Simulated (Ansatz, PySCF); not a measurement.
Si(Cl)(Br)(Me)(NH2) (CH₅BrClNSi), SMILES Cl[Si](C)(N)Br. Atoms are numbered in the order given.

```xyz
10

C      1.7961    -1.3134     0.2917
Si     0.2724    -0.5400    -0.4240
N     -0.8220    -1.7229    -0.9979
Cl     0.7304     0.6617    -2.0394
Br    -0.5999     0.8112     1.1433
H      1.5371    -1.9442     1.1562
H      2.2938    -1.9349    -0.4677
H      2.4940    -0.5358     0.6339
H     -1.0980    -2.4785    -0.3790
H     -1.5965    -1.4338    -1.5863
```
Charge 0, spin multiplicity 1.

Geometry: PBE0-D3(BJ)/def2-SVP. The values are those of a single conformer.

Two levels are set side by side: PBE-D3(BJ)/def2-SVP (Ansatz, an electronic-structure program) and PBE0-D3(BJ)/def2-SVP (Ansatz). Each level has its own optimised geometry; the coordinates shown are those of the second. Frequencies come from the Hessian of PySCF at each geometry. Differences are taken from unrounded values.

| quantity | PBE0-D3(BJ) |
|---|---|
| mean bond length (Å) | 1.467 |
| bond C1–Si2 (Å) | 1.853 |
| bond Si2–N3 (Å) | 1.711 |
| bond Si2–Cl4 (Å) | 2.065 |
| bond Si2–Br5 (Å) | 2.246 |
| bond C1–H6 (Å) | 1.101 |
| bond C1–H7 (Å) | 1.100 |
| bond C1–H8 (Å) | 1.099 |
| bond N3–H9 (Å) | 1.015 |
| bond N3–H10 (Å) | 1.015 |
| highest harmonic wavenumber (cm⁻¹) | 3703 |
| mean harmonic wavenumber (cm⁻¹) | 1216 |
| zero-point energy (kcal/mol) | 41.74 |

Question: What does PBE-D3(BJ) give, and how far is it from PBE0-D3(BJ)? (Estimate from the structure and the level; the computed values follow.)

Answer: 
| quantity | PBE-D3(BJ) | PBE-D3(BJ) minus PBE0-D3(BJ) |
|---|---|---|
| mean bond length (Å) | 1.479 | 0.012 |
| bond C1–Si2 (Å) | 1.865 | 0.013 |
| bond Si2–N3 (Å) | 1.728 | 0.017 |
| bond Si2–Cl4 (Å) | 2.080 | 0.015 |
| bond Si2–Br5 (Å) | 2.266 | 0.020 |
| bond C1–H6 (Å) | 1.109 | 0.008 |
| bond C1–H7 (Å) | 1.108 | 0.008 |
| bond C1–H8 (Å) | 1.107 | 0.008 |
| bond N3–H9 (Å) | 1.025 | 0.010 |
| bond N3–H10 (Å) | 1.024 | 0.010 |
| highest harmonic wavenumber (cm⁻¹) | 3570 | -133 |
| mean harmonic wavenumber (cm⁻¹) | 1179 | -37 |
| zero-point energy (kcal/mol) | 40.46 | -1.28 |

GGA bonds tend to be longer and softer than those of functionals with exact exchange. Differences between two approximate levels are no errors against the true value.
